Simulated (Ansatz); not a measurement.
`[CH3][Ge]([NH2])([NH2])[NH2]` → CH₃NH₂ + `[NH2][Ge][NH2]`  (germylene formation by 1,1-elimination)

Program: Ansatz. Geometries: PBE0-D4/def2-TZVP. ΔE: electronic, gas phase. CCSD(T)/CBS is the MP2 limit (def2-TZVPP, def2-QZVPP) plus CCSD(T) − MP2 in def2-TZVPP, frozen cores. For Ge outer-core shells are correlated without core-valence functions, which leaves a few kJ/mol of doubt a bond. Scalar relativity is left out up to krypton. Each species was taken in one conformer, which may not be the lowest.

`[CH3][Ge]([NH2])([NH2])[NH2]`:

```xyz
14

C     0.353    1.701   -0.442
Ge   -0.023   -0.138    0.073
N    -1.808   -0.432   -0.261
N     1.261   -1.188   -0.723
N     0.120   -0.629    1.829
H     1.380    1.959   -0.182
H     0.224    1.837   -1.518
H    -0.327    2.379    0.075
H    -2.134   -0.155   -1.176
H    -2.121   -1.374   -0.070
H     1.409   -1.028   -1.709
H     1.150   -2.180   -0.562
H    -0.535   -0.181    2.452
H     1.052   -0.572    2.213
```

CH₃NH₂:

Z-matrix (Å, degrees):
```
C
N 1 1.453
H 1 1.092 2 109.4
H 1 1.100 2 115.4 3 -121.6
H 1 1.092 2 109.4 3 116.8
H 2 1.012 1 110.6 3 62.6
H 2 1.012 1 110.6 3 -179.3
```

`[NH2][Ge][NH2]`:

Cartesian coordinates in Å:
```
N -0.998 -0.924 -0.180
Ge 0.153 0.038 -1.224
N 1.003 0.927 0.127
H -1.657 -1.563 -0.592
H -1.064 -0.902 0.826
H 0.820 0.845 1.114
H 1.743 1.579 -0.071
```

```
                       species  CCSD(T)/CBS(def2) energy (Eh)
`[CH3][Ge]([NH2])([NH2])[NH2]`                    -2283.76158
                        CH₃NH₂                      -95.75281
              `[NH2][Ge][NH2]`                    -2187.95575
```

**Question.** Work out ΔE.

**Answer.** ΔE = (-95.75281) + (-2187.95575) − (-2283.76158) = 0.05302 Eh = +139.2 kJ/mol.

**Question.** What do rigid-rotor, harmonic-oscillator terms from PBE0-D4/def2-TZVP frequencies (298.15 K, 1 bar) make of the CCSD(T)/CBS value? (Estimate.)

**Answer.** Computed: ΔZPE = +0.3 kJ/mol, ΔH = +140.4 kJ/mol, ΔS = 154 J/(mol·K), ΔG = +94.4 kJ/mol.

Largest T1 diagnostic among the species: 0.013.

From PBE to PBE0 (25 % exact exchange), in def2-TZVPP and without D4, ΔE moves by +20.3 kJ/mol. Leaving LDA and LC-ωPBE aside and taking each functional with its dispersion term where it has one, the values, not all of them listed here, spread over 60.9 kJ/mol, from BLYP-D4 to PBE-QIDH. LDA lies +35.0 kJ/mol from PBE without D4.
